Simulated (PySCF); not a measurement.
Predicted microwave data (PBE0-D3(BJ)/def2-SVP geometry optimisation, gas phase (PySCF)) for one isomer of C10H13B:

* Rotational constants: A = 3054, B = 605.8, C = 578.2 MHz
* Dipole components: |μa| = 0.68 D, |μb| = 0.09 D, |μc| = 0.34 D
* Inertial defect: -125.66 u·Å²
* κ: -0.98

Question: Which candidate fits, each taken in the one conformer that was computed?
A. `[CH2:1]=[CH:2][C:3]1=[C:4]([CH2:5][CH3:6])[CH:7]=[CH:8][CH:9]=[CH:10][BH:11]1` with C1–C2–C3–C4 -152°, C3–C4–C5–C6 -92°
B. `[BH:1]1[CH2:2][CH2:3][CH2:4][C@H:5]1[c:6]1[cH:7][cH:8][cH:9][cH:10][cH:11]1` with C4–C5–C6–C7 -114°, C5–B1–C2–C3 11°, B1–C2–C3–C4 -30°, C2–C3–C4–C5 39°, C3–C4–C5–C6 -165°
C. `CB(C)C1=C[C@H]2C=C[C@@H]1C=C2`

Answer: B. It is B1CCC[C@H]1c1ccccc1, a near-prolate asymmetric top, point group C1. The candidates at the same level (rigid rotor, commonest isotopes):

```tsv
SMILES	A (MHz)	B (MHz)	C (MHz)	μa (D)	μb (D)	μc (D)	Δ (u·Å²)	point group	rotor
CB(C)C1=C[C@H]2C=C[C@@H]1C=C2	2060	851.4	769.0	0.66	0.29	0.00	-181.76	Cs	asymmetric top
B1CCC[C@H]1c1ccccc1	3054	605.8	578.2	0.68	0.09	0.34	-125.66	C1	near-prolate asymmetric top
C=CC1=C(CC)C=CC=CB1	1362	995.6	605.6	0.21	2.12	0.31	-44.05	C1	asymmetric top
```

`C=CC1=C(CC)C=CC=CB1` has B 64 % too high; `CB(C)C1=C[C@H]2C=C[C@@H]1C=C2` has B 41 % too high. No structure here is proved a minimum.
